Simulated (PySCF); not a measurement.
## Structure elucidation problem

Molecular formula: C6H11N3. Simulated spectra:

¹H NMR (600 MHz, computed): δ 4.28 (q, 2H), 2.50 (s, 3H), 2.33 (s, 3H), 1.36 (t, 3H).

¹³C{¹H} NMR (computed): δ 144.3, 133.5, 44.4, 19.1, 12.8, 9.6.

- σ from GIAO-PBE0/pcSseg-1
- GFN2-xTB structure
- run in PySCF 2.14
- a single conformation, no solvent model, non-relativistic Hamiltonian, averaged over atoms made equivalent by symmetry, fast rotation or ring inversion

References, each an isolated molecule treated in the same way: TMS for ¹H (31.72 ppm), ¹³C (186.93 ppm).

Q: Which of these isomers gave the spectra?
A. CC(C)(C)n1ccnn1
B. CC(C)(C)c1cn[nH]n1
C. CC(C)c1cnn(C)n1
D. CCc1nnn(C)c1C
E. CCc1cnn(CC)n1
F. CCn1nnc(C)c1C

A: F. 

The formula gives 3 degrees of unsaturation (1 ring in the answer). 6 carbon signals for 6 carbons: no two carbons are equivalent. Carbon types of the structure: 2 × C, 1 × CH2, 3 × CH3, which accounts for all hydrogens. δC 144.3, 133.5: substituted aromatic carbon next to a ring nitrogen. δC 44.4: sp3 CH2 bonded to N; deshielded by the electronegative neighbour. δC 19.1: methyl carbon; a saturated carbon with 1 carbon neighbour and no heteroatom attached. δH 4.28: hydrogen on an sp3 CH2 bonded to N; its carbon carries N, hence the downfield position. δH 2.50, 2.33: hydrogen on a methyl carbon on an aromatic ring; benzylic-type position, deshielded by the ring.

The others: CC(C)(C)n1ccnn1 would give 4 carbon signals, not 6; CCc1nnn(C)c1C has carbons computed at 151.5, 134.2, 34.8, 23.5, 19.1, 10.0; CC(C)(C)c1cn[nH]n1 would give 4 carbon signals, not 6; CCc1cnn(CC)n1 would give 5 signals for carbon-bound and other non-exchanging H, not 4; CC(C)c1cnn(C)n1 would give 5 carbon signals, not 6.

Shifts are as computed. Against solution values, carbons near 30 ppm lie about +3 ppm off and those near 130 ppm about +5 ppm. Of 1211 compounds with measured shifts, 218 miss one by over three times the rms of a fit or turn the order of signals round; such compounds aren't used in these exercises. Multiplicities follow the n + 1 count of equivalent neighbours, as no J values were calculated; m marks all less simple cases, F and P coupling included.
